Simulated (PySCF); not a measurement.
CaCl$_{2}$, charge +1, doublet, geometry from GFN2-xTB (such geometries of metal compounds can be far from the true shape) (a state made from the parent by changing its charge; the spin is typed, not shown lowest); CASSCF(5,4)+NEVPT2/cc-pVDZ (PySCF).

Here is a job for PySCF.
```python
from pyscf import gto, scf, mcscf, mrpt
import numpy

mol = gto.M(
    atom='''
Ca    0.721741   -0.855019    0.543995
Cl    0.570222    0.732064   -1.279703
Cl   -1.419329    0.273841    0.639709
''',
    basis='cc-pvdz',
    charge=1,
    spin=1,
    verbose=4,
)

mf = scf.ROHF(mol)
mf.kernel()
mc = mcscf.CASSCF(mf, 4, 5)
mc.fix_spin_(ss=0.75)
mc.kernel()
occ = numpy.linalg.eigvalsh(mc.fcisolver.make_rdm1(mc.ci, mc.ncas, mc.nelecas))[::-1]
ss = mc.fcisolver.spin_square(mc.ci, mc.ncas, mc.nelecas)[0]
print('natural occupations', occ.round(4), ' <S^2>', round(ss, 4))
e2 = mrpt.NEVPT(mc).kernel()
print('E(NEVPT2) = %.10f' % (mc.e_tot + e2))
```

Write the output that PySCF gives for this input, abridged.


```
PySCF version 2.14.0

[INPUT] verbose = 4
[INPUT] num. atoms = 3
[INPUT] num. electrons = 53
[INPUT] charge = 1
[INPUT] spin (= nelec alpha-beta = 2S) = 1
[INPUT] symmetry False subgroup None
[INPUT] Mole.unit = angstrom
[INPUT] Symbol           X                Y                Z      unit          X                Y                Z       unit  Magmom
[...]
nuclear repulsion = 203.127031308609
number of shells = 16
number of NR pGTOs = 154
number of NR cGTOs = 63
basis = cc-pvdz
ecp = {}

******** <class 'pyscf.scf.rohf.ROHF'> ********
method = ROHF
initial guess = minao
damping factor = 0
level_shift factor = 0
DIIS = <class 'pyscf.scf.diis.CDIIS'>
diis_start_cycle = 1
diis_space = 8
diis_damp = 0
SCF conv_tol = 1e-09
SCF conv_tol_grad = None
SCF max_cycles = 50
direct_scf = True
direct_scf_tol = 1e-13
num. doubly occ = 26  num. singly occ = 1
Set gradient conv threshold to 3.16228e-05
init E= -1595.88106931279
[...]
cycle= 1 E= -1595.57312502224  delta_E= 0.308  |g|= 0.229  |ddm|= 1.14
[...]
cycle= 2 E= -1595.60170520084  delta_E= -0.0286  |g|= 0.0649  |ddm|= 0.27
[...]
cycle= 3 E= -1595.60367210623  delta_E= -0.00197  |g|= 0.0168  |ddm|= 0.0641
[...]
cycle= 4 E= -1595.60396552042  delta_E= -0.000293  |g|= 0.00407  |ddm|= 0.0274
[...]
cycle= 5 E= -1595.60399769602  delta_E= -3.22e-05  |g|= 0.00148  |ddm|= 0.0106
[...]
cycle= 6 E= -1595.60400624421  delta_E= -8.55e-06  |g|= 0.000651  |ddm|= 0.00572
[...]
cycle= 7 E= -1595.60400875438  delta_E= -2.51e-06  |g|= 0.000237  |ddm|= 0.0038
[...]
cycle= 8 E= -1595.6040090527  delta_E= -2.98e-07  |g|= 5.27e-05  |ddm|= 0.00159
[...]
cycle= 9 E= -1595.60400905991  delta_E= -7.21e-09  |g|= 7.52e-06  |ddm|= 0.000273
[...]
cycle= 10 E= -1595.60400905995  delta_E= -4.18e-11  |g|= 1.68e-06  |ddm|= 1.3e-05
[...]
Extra cycle  E= -1595.60400905996  delta_E= -7.28e-12  |g|= 6.75e-07  |ddm|= 2.89e-06
converged SCF energy = -1595.60400905996

******** <class 'pyscf.mcscf.mc1step.CASSCF'> ********
CAS (3e+2e, 4o), ncore = 24, nvir = 35
max_cycle_macro = 50
max_cycle_micro = 4
conv_tol = 1e-07
conv_tol_grad = None
orbital rotation max_stepsize = 0.02
orbital rotation threshold for CI restart = 0.01
augmented hessian ah_max_cycle = 30
augmented hessian ah_conv_tol = 1e-12
augmented hessian ah_linear dependence = 1e-14
augmented hessian ah_level shift = 1e-08
augmented hessian ah_start_tol = 2.5
augmented hessian ah_start_cycle = 3
augmented hessian ah_grad_trust_region = 3
kf_trust_region = 3
kf_interval = 4
ci_response_space = 4
ci_grad_trust_region = 3
with_dep4 0
natorb = False
canonicalization = True
sorting_mo_energy = False
ao2mo_level = 2
internal_rotation = False
******** <class 'pyscf.fci.addons.SpinPenaltyFCISolver'> ********
max. cycles = 50
conv_tol = 1e-08
davidson only = True
linear dependence = 1e-12
level shift = 0.001
max iter space = 12
nroots = 1
pspace_size = 400
spin = None
CASCI E = -1595.60401887406  S^2 = 0.7500000
Set conv_tol_grad to 0.000316228
macro iter   1 (  7 JK    2 micro), CASSCF E = -1595.60410998500  dE = -9.11109453e-05  S^2 = 0.7500000
               |grad[o]|=0.00051  |grad[c]|=0.000944  |ddm|=0.00838  |maxRot[o]|=0.0501
macro iter   2 ( 21 JK    4 micro), CASSCF E = -1595.60732001504  dE = -3.21003004e-03  S^2 = 0.7500000
               |grad[o]|=0.00198  |grad[c]|=0.00947  |ddm|=0.0282  |maxRot[o]|=0.313
macro iter   3 ( 21 JK    4 micro), CASSCF E = -1595.61271866957  dE = -5.39865453e-03  S^2 = 0.7500000
               |grad[o]|=0.0125  |grad[c]|=0.0176  |ddm|=0.00727  |maxRot[o]|=0.312
macro iter   4 ( 21 JK    4 micro), CASSCF E = -1595.61593019061  dE = -3.21152104e-03  S^2 = 0.7500000
               |grad[o]|=0.0107  |grad[c]|=0.0142  |ddm|=0.00416  |maxRot[o]|=0.252
macro iter   5 ( 17 JK    4 micro), CASSCF E = -1595.61663674287  dE = -7.06552262e-04  S^2 = 0.7500000
               |grad[o]|=0.00446  |grad[c]|=0.0125  |ddm|=0.000763  |maxRot[o]|=0.133
macro iter   6 ( 17 JK    4 micro), CASSCF E = -1595.61692770918  dE = -2.90966309e-04  S^2 = 0.7500000
               |grad[o]|=0.00247  |grad[c]|=0.00479  |ddm|=0.000452  |maxRot[o]|=0.0948
macro iter   7 (  7 JK    2 micro), CASSCF E = -1595.61697834939  dE = -5.06402066e-05  S^2 = 0.7500000
               |grad[o]|=0.00128  |grad[c]|=0.0006  |ddm|=0.000111  |maxRot[o]|=0.0699
macro iter   8 (  7 JK    2 micro), CASSCF E = -1595.61699959039  dE = -2.12410052e-05  S^2 = 0.7500000
               |grad[o]|=0.0009  |grad[c]|=0.00111  |ddm|=3.02e-05  |maxRot[o]|=0.0699
macro iter   9 (  7 JK    2 micro), CASSCF E = -1595.61701564325  dE = -1.60528557e-05  S^2 = 0.7500000
               |grad[o]|=0.000701  |grad[c]|=0.00171  |ddm|=2.21e-05  |maxRot[o]|=0.0699
macro iter  10 (  7 JK    2 micro), CASSCF E = -1595.61702410945  dE = -8.46620105e-06  S^2 = 0.7500000
               |grad[o]|=0.000541  |grad[c]|=0.00152  |ddm|=6.78e-05  |maxRot[o]|=0.0385
macro iter  11 ( 12 JK    3 micro), CASSCF E = -1595.61702706011  dE = -2.95066616e-06  S^2 = 0.7500000
               |grad[o]|=0.000405  |grad[c]|=0.00705  |ddm|=0.000315  |maxRot[o]|=0.101
macro iter  12 (  7 JK    2 micro), CASSCF E = -1595.61702960255  dE = -2.54243037e-06  S^2 = 0.7500000
               |grad[o]|=0.000645  |grad[c]|=0.00267  |ddm|=5.44e-05  |maxRot[o]|=0.0699
macro iter  13 (  7 JK    2 micro), CASSCF E = -1595.61704341295  dE = -1.38104092e-05  S^2 = 0.7500000
               |grad[o]|=0.000734  |grad[c]|=0.00232  |ddm|=0.000675  |maxRot[o]|=0.0699
macro iter  14 (  7 JK    2 micro), CASSCF E = -1595.61706928727  dE = -2.58743123e-05  S^2 = 0.7500000
               |grad[o]|=0.00119  |grad[c]|=0.00223  |ddm|=0.000718  |maxRot[o]|=0.0699
macro iter  15 ( 21 JK    4 micro), CASSCF E = -1595.61719161099  dE = -1.22323721e-04  S^2 = 0.7500000
               |grad[o]|=0.00164  |grad[c]|=0.00649  |ddm|=0.00166  |maxRot[o]|=0.193
macro iter  16 ( 21 JK    4 micro), CASSCF E = -1595.61732294487  dE = -1.31333886e-04  S^2 = 0.7500000
[...]
               |grad[o]|=0.000107  |grad[c]|=0.000677  |ddm|=0.000223  |maxRot[o]|=0.0117
macro iter  37 (  3 JK    1 micro), CASSCF E = -1595.61809581950  dE = -3.72234354e-07  S^2 = 0.7500000
               |grad[o]|=9.05e-05  |grad[c]|=0.000579  |ddm|=0.000182  |maxRot[o]|=0.00984
macro iter  38 (  3 JK    1 micro), CASSCF E = -1595.61809609713  dE = -2.77625304e-07  S^2 = 0.7500000
               |grad[o]|=7.68e-05  |grad[c]|=0.000501  |ddm|=0.000151  |maxRot[o]|=0.00844
macro iter  39 (  3 JK    1 micro), CASSCF E = -1595.61809630816  dE = -2.11032329e-07  S^2 = 0.7500000
               |grad[o]|=6.3e-05  |grad[c]|=0.000438  |ddm|=0.000102  |maxRot[o]|=0.0073
macro iter  40 (  5 JK    1 micro), CASSCF E = -1595.61809647157  dE = -1.63412778e-07  S^2 = 0.7500000
               |grad[o]|=5.61e-05  |grad[c]|=0.000385  |ddm|=7.41e-05  |maxRot[o]|=0.00625
macro iter  41 (  5 JK    1 micro), CASSCF E = -1595.61809659607  dE = -1.24492999e-07  S^2 = 0.7500000
               |grad[o]|=4.43e-05  |grad[c]|=0.000339  |ddm|=6.78e-05  |maxRot[o]|=0.00542
macro iter  42 (  4 JK    1 micro), CASSCF E = -1595.61809669187  dE = -9.58000328e-08  S^2 = 0.7500000
               |grad[o]|=4.2e-05  |grad[c]|=0.000296  |ddm|=5.84e-05  |maxRot[o]|=0.00466
1-step CASSCF converged in  42 macro (444 JK 103 micro) steps
CASSCF canonicalization
Density matrix diagonal elements [1.98426259 1.99905523 1.00078142 0.01590076]
CASSCF energy = -1595.61809669187
CASCI E = -1595.61809669187  E(CI) = -7.68702063180672  S^2 = 0.7500000
natural occupations [1.9991 1.9848 1.0007 0.0154]  <S^2> 0.75

******** <class 'pyscf.mrpt.nevpt2.NEVPT'> ********
NEVPT2 (3e+2e, 4o), ncore = 24, nvir = 35
root = 0
Natural occ [1.99909729 1.98478355 1.00074079 0.01537836]
Natural orbital (expansion on meta-Lowdin AOs) in CAS space
               #1        #2        #3        #4
0 Ca 1s         -0.00000   0.00002  -0.00000   0.00001
0 Ca 2s          0.00006  -0.00014   0.00000  -0.00010
0 Ca 3s         -0.00025  -0.00383  -0.00000  -0.00183
0 Ca 4s         -0.00829   0.00433  -0.00014   0.07020
0 Ca 5s          0.00042   0.00539   0.00001   0.00399
0 Ca 2px        -0.00077   0.00009  -0.00003   0.00001
0 Ca 2py        -0.00020  -0.00010  -0.00001  -0.00001
0 Ca 2pz         0.00076   0.00007   0.00003   0.00001
0 Ca 3px        -0.04740   0.00881   0.00109   0.00458
0 Ca 3py        -0.01276  -0.01029   0.00025  -0.00541
0 Ca 3pz         0.04797   0.00646  -0.00105   0.00343
0 Ca 4px        -0.00956   0.00637   0.01680   0.09546
0 Ca 4py        -0.00183  -0.00754   0.00398  -0.11492
0 Ca 4pz         0.00877   0.00480  -0.01634   0.07429
0 Ca 5px         0.00250  -0.00426  -0.00146  -0.02413
0 Ca 5py         0.00066   0.00505  -0.00032   0.02890
0 Ca 5pz        -0.00251  -0.00322   0.00139  -0.01860
0 Ca 3dxy       -0.01590   0.06124  -0.02017   0.20648
0 Ca 3dyz        0.02127   0.03283   0.02765   0.08930
0 Ca 3dz^2      -0.02068   0.02437  -0.02654   0.09096
0 Ca 3dxz       -0.00231  -0.06653  -0.00437  -0.26730
0 Ca 3dx2-y2     0.02007   0.02505   0.02677   0.10699
0 Ca 4dxy       -0.00487   0.02492  -0.00541   0.17403
0 Ca 4dyz        0.00634   0.00900   0.00734   0.08874
0 Ca 4dz^2      -0.00626   0.01170  -0.00708   0.07109
0 Ca 4dxz       -0.00044  -0.03605  -0.00114  -0.19936
0 Ca 4dx2-y2     0.00589   0.01495   0.00712   0.07676
1 Cl 1s         -0.00039   0.00009  -0.00009   0.00018
1 Cl 2s         -0.01868   0.00444  -0.00018  -0.00059
1 Cl 3s         -0.65928   0.08607  -0.04451   0.01324
1 Cl 4s         -0.01009  -0.01213  -0.00563  -0.18504
1 Cl 2px         0.00237  -0.00546  -0.00202   0.00065
1 Cl 2py        -0.00015  -0.00021  -0.00007   0.00005
1 Cl 2pz        -0.00138   0.00399   0.00147  -0.00050
1 Cl 3px        -0.07673   0.56302   0.57840  -0.05339
1 Cl 3py         0.05579   0.01822   0.00410  -0.00628
1 Cl 3pz        -0.01463  -0.40768  -0.40111   0.04418
1 Cl 4px        -0.00061   0.01329  -0.00253   0.37440
1 Cl 4py         0.00466   0.00029  -0.00113   0.00804
1 Cl 4pz        -0.00524  -0.00945   0.00310  -0.26610
1 Cl 3dxy        0.00332  -0.01639  -0.00758  -0.04771
1 Cl 3dyz        0.00956   0.01110   0.01131   0.01540
1 Cl 3dz^2      -0.00236  -0.01553  -0.01050  -0.03200
1 Cl 3dxz       -0.00658   0.02590  -0.00575   0.28119
1 Cl 3dx2-y2     0.00674  -0.00442   0.01344  -0.17009
2 Cl 1s          0.00038   0.00010   0.00009   0.00018
2 Cl 2s          0.02163   0.00476   0.00017  -0.00061
2 Cl 3s          0.73742   0.09349   0.04388   0.01311
2 Cl 4s          0.01064  -0.01215   0.00577  -0.18644
2 Cl 2px        -0.00058   0.00395  -0.00147  -0.00051
2 Cl 2py         0.00019   0.00197  -0.00073  -0.00021
2 Cl 2pz         0.00008  -0.00510   0.00189   0.00061
2 Cl 3px         0.01795  -0.40644   0.39662   0.04458
2 Cl 3py        -0.04547  -0.20379   0.21996   0.01650
2 Cl 3pz         0.04236   0.52602  -0.53892  -0.05060
2 Cl 4px         0.00688  -0.00930  -0.00334  -0.26439
2 Cl 4py        -0.00351  -0.00494  -0.00018  -0.14043
2 Cl 4pz        -0.00045   0.01238   0.00251   0.35180
2 Cl 3dxy       -0.01018  -0.00388  -0.00992  -0.10634
2 Cl 3dyz        0.00058  -0.00617   0.01282   0.09594
2 Cl 3dz^2      -0.00703   0.00099  -0.01258  -0.10904
2 Cl 3dxz        0.00402   0.02868   0.00216   0.27837
2 Cl 3dx2-y2     0.00345  -0.02112   0.00969  -0.09939
<CAS-nat-orb|mo-hf>  25     21      -0.98721984
<CAS-nat-orb|mo-hf>  26     22      -0.52099269
<CAS-nat-orb|mo-hf>  26     25       0.85220225
<CAS-nat-orb|mo-hf>  27     27       0.99954599
<CAS-nat-orb|mo-hf>  28     47      -0.78673343
Sr    (-1)',   E = -0.01068267044322
Si    (+1)',   E = -0.00045793596132
Sijrs (0)  ,   E = -0.20029397299867
Sijr  (+1) ,   E = -0.01489144996701
Srsi  (-1) ,   E = -0.08523085880985
Srs   (-2) ,   E = -0.01534812751295
Sij   (+2) ,   E = -0.00057485633182
Sir   (0)' ,   E = -0.04040148236861
Nevpt2 Energy = -0.367881354393437
E(NEVPT2) = -1595.9859780463
```
